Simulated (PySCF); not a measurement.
Spectrum to structure. Computed with TDDFT CAM-B3LYP/def2-SVPD, vertical, gas phase, core orbitals frozen in the response in PySCF. Geometries: GFN2-xTB, one conformer each.

| state | E (eV) | f |
| --- | --- | --- |
| S1 | 4.26 | 0.053 |
| S2 | 4.97 | 0.018 |
| S3 | 5.27 | 0.228 |
| S4 | 6.61 | 0.011 |
| S5 | 6.70 | 0.027 |
| S6 | 6.86 | 0.015 |
| S7 | 7.12 | 0.013 |
| S8 | 7.22 | 0.020 |

Orbital energies (eV): HOMO-3 -10.84, HOMO-2 -10.54, HOMO-1 -9.34, HOMO -8.16, LUMO -0.35, LUMO+1 0.43, LUMO+2 1.35.

Task: Which structure fits? All have the formula C4H5NO2.
A. `O(C(C)=O)CC#N`
B. `COc1cnco1`
C. `C=N/C=C\C(=O)O`
D. `O=C1CCC(=O)N1`

Result: C. Its S1, at 4.26 eV, is the lowest among the candidates; the nearest of the others has S1 at 5.25 eV. S1 is HOMO→LUMO (62%), HOMO→LUMO+1 (29%). Löwdin shares by element: HOMO carbon 43% or more, nitrogen 29%, oxygen 7% or more (atoms not listed hold the other 21%); LUMO carbon 47% or more, nitrogen 16% (atoms not listed hold the other 36%). At the same level the other candidates give, for their lowest levels:
- `COc1cnco1`: 5.88 eV (f 0.198); 5.97 eV (f 0.006); 6.69 eV (f 0.004); 6.96 eV (f 0.005); 7.10 eV (f 0.003); T1 3.99 eV; HOMO -7.69, LUMO 1.13 eV
- `O=C1CCC(=O)N1`: 5.25 eV (f 0.001); 5.70 eV (f 0.000); 7.28 eV (f 0.161); 7.41 eV (f 0.279); 7.61 eV (f 0.000); T1 4.78 eV; HOMO -9.33, LUMO 0.39 eV
- `CC(=O)OCC#N`: 5.99 eV (f 0.001); 7.44 eV (f 0.001); 7.84 eV (f 0.044); 8.10 eV (f 0.014); 8.35 eV (f 0.001); T1 5.48 eV; HOMO -10.22, LUMO 0.70 eV

The values belong to the conformer `[CH2:1]=[N:2]/[CH:3]=[CH:4]\[C:5](=[O:6])[OH:7]`: C1–N2–C3–C4 -74°, C3–C4–C5–O6 4°, H–O7–C5–C4 -179°.
Triplets come from the Tamm–Dancoff approximation.
